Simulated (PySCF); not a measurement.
Compound: Al(SiH3)3.
Cartesian coordinates in Å at the PBE0-D3(BJ)/def2-SVP level; atoms count from 1:
```xyz
13
AlH9Si3 angstrom
Al     0.0073   -0.0124    0.0095
Si     2.4663    0.0130   -0.0278
H      3.0522    1.3894    0.0448
H      2.9661   -0.6298   -1.2885
H      3.0161   -0.7816    1.1198
Si    -1.2333    2.1127    0.0152
H     -0.7531    3.0004    1.1250
H     -2.7142    1.9490    0.1651
H     -0.9841    2.8438   -1.2715
Si    -1.2233   -2.1422    0.0263
H     -0.3482   -3.3552   -0.0486
H     -2.1806   -2.1948   -1.1278
H     -2.0407   -2.2444    1.2807
```

Computed at PBE0/pcSseg-1 (pcSseg-2 on Al) (PySCF, non-relativistic), with Q(27Al) = 0.1466 b: Al1, 27Al (I = 5/2): χzz = 47.48 MHz, η = 0.005.

Find the zero-field quadrupole resonance frequencies of 27Al at Al1.

From the eigenvalues of H = χ/[4I(2I − 1)] × [3Iz² − I(I + 1) + η(Ix² − Iy²)], steps between neighbouring levels, labelled as for η = 0: ±1/2↔±3/2 7.123 MHz, ±3/2↔±5/2 14.24 MHz (aluminium bonded to 3 Si).

In a crystal, neighbours and librations shift these lines. Isolated species at its PBE0-D3(BJ)/def2-SVP geometry, gas phase. With so small a basis the couplings can be 20 % off.
